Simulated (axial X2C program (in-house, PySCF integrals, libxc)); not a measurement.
**A run on TaF⁺ without results**

A two-component calculation with an axial X2C code built on PySCF integrals.

Input and command:
```json
{"zs": [73, 9], "q": 1, "bas": ["dyall-cv3z", "dyall-av3z"], "r0": 2.1, "eom": "ip", "rq": 0, "thr": -2.0, "nmax": 95, "grid": [1, 0.96, 1.045, 0.92, 1.09, 1.15]}
```
```bash
python soeom.py task.json out
```

Keys: zs atomic numbers; q charge; bas basis sets; r0 starting distance in Å; eom kind of EOM run; rq charge at which the geometry is sought; thr threshold in hartree for freezing inner shells (an s shell follows its p shell); nmax most natural virtual spinors; grid distances as factors.

Outcome:

The PBE0 distance search ended without bracketing a minimum (an unconverged step or the end of its range); this says nothing on whether the molecule is bound.
